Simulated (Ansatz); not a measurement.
The same hydrolysis along the group F, Cl, Br.

Calculated with Ansatz (gas phase, PBE0-D4/def2-TZVP geometries, no zero-point term in ΔE). CCSD(T)/CBS adds triple-zeta CCSD(T) − MP2 to the extrapolated MP2 energy (def2 sets, frozen cores). This one scheme is used for every species. DFT in def2-TZVPP. For Br outer-core shells are correlated without core-valence functions, which leaves a few kJ/mol of doubt a bond. Scalar relativity is left out up to krypton. One conformer a species, not always the lowest.

```json
{"reaction": "`[F][Al]([SH])[SH]` + H₂O → `[OH][Al]([SH])[SH]` + H–F", "CCSD(T)/CBS(def2) (kcal/mol)": "11.6"}
{"reaction": "`[SH][Al]([SH])[Cl]` + H₂O → `[OH][Al]([SH])[SH]` + HCl", "CCSD(T)/CBS(def2) (kcal/mol)": "?"}
{"reaction": "`[SH][Al]([SH])[Br]` + H₂O → `[OH][Al]([SH])[SH]` + HBr", "CCSD(T)/CBS(def2) (kcal/mol)": "7.7"}
```

Fill in the missing values. (Best estimate.)

Computed: `[SH][Al]([SH])[Cl]` + H₂O → `[OH][Al]([SH])[SH]` + HCl: +7.6 kcal/mol.

Largest T1 diagnostic: 0.012, for `[F][Al]([SH])[SH]`.
